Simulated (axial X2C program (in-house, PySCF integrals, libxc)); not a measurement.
Which molecule has these constants?

All values come from calculations with an in-house relativistic program for diatomic molecules, spin-free (one-electron X2C) or two-component (2c: spin–orbit coupling with atomic mean-field Coulomb and Gaunt terms, which also bring small scalar terms), in Dyall basis sets with cores contracted in-house; open shells are unrestricted.

A two-component PBE0 calculation in a Dyall 3-zeta basis gave Re = 2.464 Å, ωe = 304.7 cm⁻¹, De = 3.98 eV, dipole magnitude 3.99 D, Ω = 1.

Task: Which molecule is it?
A. MnBr
B. CrBr
C. ScBr
D. SeBr
E. VBr

Result: C. The others have SeBr 2.262 Å and 333.7 cm⁻¹ (Ω = 3/2); CrBr 2.340 Å and 301.0 cm⁻¹ (Ω = 5/2); VBr 2.347 Å and 309.7 cm⁻¹ (Ω = 1); MnBr 2.382 Å and 284.9 cm⁻¹ (Ω = 3).

Each entry is the lowest single determinant of a limited PBE0 search at one distance. De goes to single-determinant-based atoms at the same level (for ions the charge split of lowest energy) and is withheld (n/a) where an atom does not fit its ground term or J level. Main or longest-lived isotopes. One determinant is a doubtful description, or other states lie close, for ScBr, CrBr, VBr, MnBr; these need not be ground states, and all values refer to the states named. Some open-shell Ω = 0 determinants are out of reach, so the Ω given for VBr, MnBr need not be the lowest component. With several unpaired electrons the Ω given is that of one determinant, not necessarily of the lowest component. Some light 2c atoms are not at their ground J level, so De misses part of their lowering (0.04 eV or less). The functionals have no current term, which raises determinants with orbital currents.
